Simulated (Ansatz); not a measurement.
Z-matrix (Å, degrees):
```
Si
Si 1 2.338
O 1 1.651 2 107.4
H 1 1.490 2 109.6 3 -122.0
H 1 1.491 2 108.6 3 120.8
Cl 2 2.071 1 106.0 3 -173.9
O 2 1.638 1 108.5 3 67.1
H 2 1.486 1 115.5 3 -58.2
H 3 0.958 1 118.1 2 -178.3
H 7 0.959 2 118.4 1 -176.3
```

Total charge 0; spin multiplicity 1.

Q: List the r2SCAN/def2-TZVPP orbital energies in eV (Ansatz). (Estimate.)

A: Computed: Occupied: -2753.20, -1792.26, -1791.50, -516.21, -516.04, -254.60, -193.13, -193.01, -193.00, -142.56, -141.89, -97.48, -97.41, -97.37, -96.78, -96.74, -96.73, -26.81, -26.60, -21.33, -15.12, -14.19, -12.37, -11.92, -10.21, -9.85, -9.60, -9.23, -8.56, -8.27, -8.08, -7.70, -7.06. Lowest empty: -1.10, -0.73, 0.66, 1.14, 1.28, 1.57, 1.91, 2.24.
